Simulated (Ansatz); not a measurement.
C24H20Si⁻, that is tetraphenylsilane with one electron more. Total charge -1; doublet. Geometry PBE-D4/def2-SVP, that of the neutral singlet; atoms count from 1.

Cartesian coordinates in Å:
```
C 2.4550 3.6094 1.8093
C 1.0843 3.4919 2.0883
C 0.3489 2.4173 1.5635
C 0.9673 1.4403 0.7528
Si -0.0010 -0.0008 0.0001
C -0.3881 0.3558 -1.8176
C 0.3178 1.3298 -2.5573
C 0.0291 1.5578 -3.9122
C -0.9727 0.8122 -4.5533
C -1.6870 -0.1597 -3.8341
C -1.3983 -0.3815 -2.4787
C 1.0558 -1.5639 0.1447
C 1.7670 -1.8224 1.3398
C 2.5369 -2.9865 1.4870
C 2.6150 -3.9131 0.4346
C 1.9202 -3.6708 -0.7608
C 1.1478 -2.5069 -0.9024
C -1.6380 -0.2346 0.9206
C -1.8126 -1.2410 1.8957
C -3.0288 -1.3777 2.5837
C -4.0945 -0.5065 2.3086
C -3.9410 0.4997 1.3411
C -2.7250 0.6302 0.6526
C 2.3506 1.5716 0.4877
C 3.0884 2.6468 1.0065
H 3.0332 4.4502 2.2229
H 0.5849 4.2398 2.7236
H -0.7252 2.3329 1.7960
H 1.1017 1.9270 -2.0638
H 0.5867 2.3262 -4.4700
H -1.2021 0.9926 -5.6150
H -2.4777 -0.7437 -4.3304
H -1.9768 -1.1372 -1.9226
H 1.7262 -1.0968 2.1687
H 3.0839 -3.1689 2.4251
H 3.2240 -4.8237 0.5452
H 1.9842 -4.3909 -1.5913
H 0.6130 -2.3251 -1.8487
H -0.9861 -1.9359 2.1162
H -3.1469 -2.1730 3.3359
H -5.0499 -0.6151 2.8452
H -4.7755 1.1824 1.1172
H -2.6236 1.4154 -0.1144
H 2.8638 0.8153 -0.1285
H 4.1646 2.7311 0.7886
```

Single mean-field runs in def2-TZVP are fitted with def2-universal-jkfit. The highest occupied level of the charge -1 doublet lies above zero (up to 1.29 eV). Energy differences disagree on whether the electron is bound (positive means bound): -0.14 eV (vertical, against the charge 0 singlet, at PBE0-D4/def2-TZVP), but 0.20 eV at PBE-D4/def2-TZVP.

Problem. Estimate the Mulliken populations of the heavy atoms from the PBE0/def2-TZVP orbitals of Ansatz.

Solution. 
| atom | charge (e) | spin (α − β) |
| --- | --- | --- |
| C1 | -0.12 | 0.07 |
| C2 | -0.18 | 0.07 |
| C3 | -0.16 | -0.03 |
| C4 | 0.03 | 0.03 |
| Si5 | 0.16 | 0.12 |
| C6 | 0.03 | 0.03 |
| C7 | -0.16 | -0.03 |
| C8 | -0.18 | 0.07 |
| C9 | -0.12 | 0.07 |
| C10 | -0.13 | -0.03 |
| C11 | -0.22 | 0.12 |
| C12 | 0.03 | 0.03 |
| C13 | -0.22 | 0.12 |
| C14 | -0.13 | -0.03 |
| C15 | -0.12 | 0.07 |
| C16 | -0.18 | 0.07 |
| C17 | -0.16 | -0.03 |
| C18 | 0.03 | 0.03 |
| C19 | -0.16 | -0.03 |
| C20 | -0.18 | 0.07 |
| C21 | -0.12 | 0.07 |
| C22 | -0.13 | -0.03 |
| C23 | -0.22 | 0.12 |
| C24 | -0.22 | 0.12 |
| C25 | -0.13 | -0.03 |
Mulliken values depend strongly on the basis.

Problem. Where does the spin sit?

Solution. Summed by element: C 0.95, Si 0.12, H -0.07, of 1 unpaired in all. Largest on single atoms: C11 0.12, C23 0.12, C13 0.12.

Problem. And the Mayer bond orders between heavy atoms (over 0.3)?

Solution. C1–C2 1.33 (1.40 Å); C1–C25 1.43 (1.40 Å); C2–C3 1.42 (1.40 Å); C3–C4 1.36 (1.41 Å); C4–Si5 1.00 (1.89 Å); C4–C24 1.25 (1.41 Å); Si5–C6 1.00 (1.89 Å); Si5–C12 1.00 (1.89 Å); Si5–C18 1.00 (1.89 Å); C6–C7 1.36 (1.41 Å); C6–C11 1.25 (1.41 Å); C7–C8 1.42 (1.40 Å); C8–C9 1.33 (1.40 Å); C9–C10 1.43 (1.40 Å); C10–C11 1.38 (1.40 Å); C12–C13 1.25 (1.41 Å); C12–C17 1.36 (1.41 Å); C13–C14 1.38 (1.40 Å); C14–C15 1.43 (1.40 Å); C15–C16 1.33 (1.40 Å); C16–C17 1.42 (1.40 Å); C18–C19 1.36 (1.41 Å); C18–C23 1.25 (1.41 Å); C19–C20 1.42 (1.40 Å); C20–C21 1.33 (1.40 Å); C21–C22 1.43 (1.40 Å); C22–C23 1.38 (1.40 Å); C24–C25 1.38 (1.40 Å).
